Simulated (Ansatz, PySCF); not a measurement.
Spin states of H2Zr (SMILES [ZrH2]), each relaxed with B3LYP-D3(BJ)/def2-TZVP.
State 1 (charge 0, multiplicity 3):
```xyz
3

Zr     0.4373     0.1079     0.4074
H      0.0145    -1.6178    -0.1591
H     -0.4850     1.5573    -0.3186
```
State 2 (charge 0, multiplicity 1):
```xyz
3

Zr     0.42915     0.10631     0.39954
H      0.01260    -1.57936    -0.15708
H     -0.47492     1.52043    -0.31278
```

Singlets are restricted, other states unrestricted; no spin–orbit coupling, no relativity up to Kr; see below for the cores. The largest T1 diagnostic is 0.025.

Correlated levels freeze the inner cores; with def2 sets outer-core shells near the valence are correlated too. CBS(a, b) extrapolates the correlation energy as X⁻³ and adds the Hartree–Fock energy of set b.

Programs: Ansatz (Gaussian basis) for Hartree–Fock, density functionals and correlated methods; PySCF for the dispersion terms. Each number belongs to the level named beside it. In def2 rows elements past Kr take small-core potentials, without spin–orbit coupling.

```json
[
 {"level": "SVWN5/def2-TZVPP", "energy of the multiplicity-1 state less that of the multiplicity-3 state (eV)": "0.350"},
 {"level": "PBE/def2-TZVPP", "energy of the multiplicity-1 state less that of the multiplicity-3 state (eV)": "0.576"},
 {"level": "BLYP-D4/def2-TZVPP", "energy of the multiplicity-1 state less that of the multiplicity-3 state (eV)": "0.423"},
 {"level": "r2SCAN-D4/def2-TZVPP", "energy of the multiplicity-1 state less that of the multiplicity-3 state (eV)": "0.923"},
 {"level": "B97M-V/def2-TZVPP", "energy of the multiplicity-1 state less that of the multiplicity-3 state (eV)": "0.697"},
 {"level": "r2SCANh/def2-TZVPP", "energy of the multiplicity-1 state less that of the multiplicity-3 state (eV)": "0.924"},
 {"level": "PBE0-D3(BJ)/def2-TZVPP", "energy of the multiplicity-1 state less that of the multiplicity-3 state (eV)": "0.681"},
 {"level": "CCSD/def2-SVP", "energy of the multiplicity-1 state less that of the multiplicity-3 state (eV)": "(withheld)"},
 {"level": "CCSD(T)/CBS(def2-TZVPP, def2-QZVPP)", "energy of the multiplicity-1 state less that of the multiplicity-3 state (eV)": "(withheld)"}
]
```

Problem. Some entries are withheld; supply them.

Solution. 
- CCSD/def2-SVP, energy of the multiplicity-1 state less that of the multiplicity-3 state (eV): 0.283
- CCSD(T)/CBS(def2-TZVPP, def2-QZVPP), energy of the multiplicity-1 state less that of the multiplicity-3 state (eV): 0.204

Doubts at one or more of the structures used: a restricted determinant that unrestricted orbitals would lower (CCSD/def2-SVP, CCSD(T)/CBS(def2-TZVPP, def2-QZVPP)).

Ansatz is a first-principles code.
